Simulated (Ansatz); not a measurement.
Mulliken charges of `[F][Ta]([F])([F])([Cl])[Cl]` from ωB97M-V/def2-TZVPP in Ansatz (PBE0-D4/def2-TZVP geometry).

| atom | x (Å) | y (Å) | z (Å) | charge (e) |
| --- | --- | --- | --- | --- |
| F1 | -1.165 | 0.670 | -1.308 | -0.283 |
| Ta2 | -0.036 | -0.054 | 0.002 | 1.073 |
| F3 | -1.326 | -1.345 | 0.288 | -0.242 |
| F4 | 0.982 | -0.889 | 1.336 | -0.283 |
| Cl5 | 1.624 | -0.350 | -1.521 | -0.132 |
| Cl6 | -0.037 | 1.903 | 1.157 | -0.132 |

**Question.** By hand: the dipole of these point charges (1 e Å = 4.8032 D).

**Answer.** Σ q r = (0.125, 0.125, -0.027) e Å, of length 0.179 e Å = 0.86 D.

**Question.** How does the dipole of the full density compare? (An estimate is asked.)

**Answer.** Computed: (0.081, 0.081, -0.018) e Å, 0.56 D; the point charges give 1.54 times that, at 0° from its direction.

Point charges leave out the atoms' own dipoles, such as those of lone pairs, and Mulliken's split depends on the basis, so the two needn't agree.
